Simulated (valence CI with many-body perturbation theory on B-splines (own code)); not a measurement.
## Cu¹³⁺: one-electron terms

Computed by valence CI with perturbative core correlation (CI+MBPT): six valence electrons over a frozen Dirac-Fock core [Ne], a basis of 9 s, 9 p, 8 d, 6 f, 3 g, 1 h functions for each j, with the one-electron correlation potential Σ1, the two-electron term Σ2, the three-electron term Σ3, Breit, model QED; selected CI, second order for the rest, scaled by the run's own slope (own B-spline code, finite nucleus).

No measured levels were compared; by estimate levels of excited configurations hold to 0.05 to 0.15 % of their energy, terms of the ground configuration to about 0.5 %. Among the levels kept, up to 1500 cm⁻¹ of a level comes from second order outside the variational space, and about a tenth of that is noise between levels of different J, which matters for small intervals.

These are the spectroscopic orbitals of the CI (the correlating ones are not listed), shaped by the core and the other valence electrons. h is the expectation value of the core's Dirac-Fock operator, without the valence repulsion; Σ1 is computed up to l = 3 at one energy for each symmetry, that of its lowest orbital but kept below the first core excitation, so for empty shells it is not the orbital's own correlation shift; Breit and QED include the response of the core.

| Orbital | h (hartree) | Σ1 (cm⁻¹) | Breit (cm⁻¹) | QED (cm⁻¹) | ⟨r⟩ (bohr) |
| --- | --- | --- | --- | --- | --- |
| 3s1/2 | -24.519 | -5026 | 1270 | 849 | 0.6225 |
| 4s1/2 | -12.851 | -1415 | 424 | 288 | 1.243 |
| 5s1/2 | -7.874 | -595 | 188 | 129 | 2.089 |
| 6s1/2 | -5.3203 | -311 | 101 | 69.2 | 3.143 |
| 3p1/2 | -22.981 | -5788 | 1977 | -67.4 | 0.6179 |
| 4p1/2 | -12.204 | -1650 | 673 | -22.4 | 1.272 |
| 5p1/2 | -7.5529 | -714 | 308 | -10.2 | 2.145 |
| 6p1/2 | -5.1383 | -380 | 168 | -5.5 | 3.228 |
| 3p3/2 | -22.81 | -5635 | 1224 | 1.0 | 0.6234 |
| 4p3/2 | -12.137 | -1619 | 412 | 0.8 | 1.279 |
| 5p3/2 | -7.5204 | -703 | 191 | 0.4 | 2.155 |
| 6p3/2 | -5.1201 | -374 | 104 | 0.3 | 3.240 |
| 3d3/2 | -20.729 | -6451 | 695 | -38.0 | 0.5773 |
| 4d3/2 | -11.288 | -1619 | 231 | -12.3 | 1.294 |
| 5d3/2 | -7.1124 | -712 | 110 | -5.8 | 2.211 |
| 3d5/2 | -20.7 | -6348 | 275 | -21.7 | 0.5787 |
| 4d5/2 | -11.276 | -1593 | 90.9 | -6.7 | 1.296 |
| 5d5/2 | -7.1062 | -700 | 43.7 | -3.1 | 2.213 |
| 4f5/2 | -10.804 | -750 | 6.9 | -1.6 | 1.207 |
| 5f5/2 | -6.8749 | -400 | 5.1 | -1.0 | 2.156 |
| 4f7/2 | -10.8 | -746 | -0.2 | 0.2 | 1.207 |
| 5f7/2 | -6.8727 | -397 | -0.1 | 0.0 | 2.157 |
| 5g7/2 | -6.7462 |  | 0.0 | -0.3 | 1.950 |
| 5g9/2 | -6.7452 |  | 0.0 | 0.2 | 1.950 |

Among the shells of the start configuration 3s2 3p4, Σ1 is largest in size for 3p1/2, where it is 0.11 % of h.

Lowest root of each symmetry, sizes in configuration state functions:

| J | Parity | Roots | Reference | Variational | Second order | Change by selected CI (cm⁻¹) | Change by second order (cm⁻¹) |
| --- | --- | --- | --- | --- | --- | --- | --- |
| 0 | even | 3 | 19 | 55498 | 657365 | -22644 | -47 |
| 1 | even | 2 | 32 | 55494 | 2428329 | -22505 | -219 |
| 2 | even | 3 | 47 | 53149 | 3185397 | -22518 | -290 |
| 0 | odd | 5 | 32 | 59998 | 1265342 | -17948 | -65 |
| 1 | odd | 10 | 84 | 59528 | 4300152 | -17690 | -414 |
| 2 | odd | 10 | 106 | 58542 | 6482708 | -16959 | -1016 |
| 3 | odd | 9 | 98 | 57069 | 7484223 | -20793 | -1155 |
| 4 | odd | 5 | 69 | 55153 | 7082095 | -20894 | -993 |
| 5 | odd | 1 | 38 | 60484 | 4135812 | -26934 | -638 |
